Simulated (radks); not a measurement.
Values are calculated unless marked as measured or tabulated.
Task: These are the eigenvalues of the occupied orbitals of an atom or ion with whole-number occupations (eV). Code: a radial shooting solver on a logarithmic mesh with Libxc functionals. Model: scalar-relativistic Kohn-Sham, PBE, spin-polarised, spherical densities, point nucleus.

| orbital | eigenvalue |
|---|---|
| 1s up | -90.4666 |
| 2s up | -13.2400 |

Which element is it, and in what charge state? The configuration may be excited.

Result: Z = 3, lithium, charge +1: Li+ in 1s(up 1, down 0) 2s1. The 1s level, -3.3246 hartree, gives Z - s = 2.6 by -(Z - s)^2/2, which with screening and relativity narrows Z to a few neighbours, and with so few levels the electron count can be read from the list.
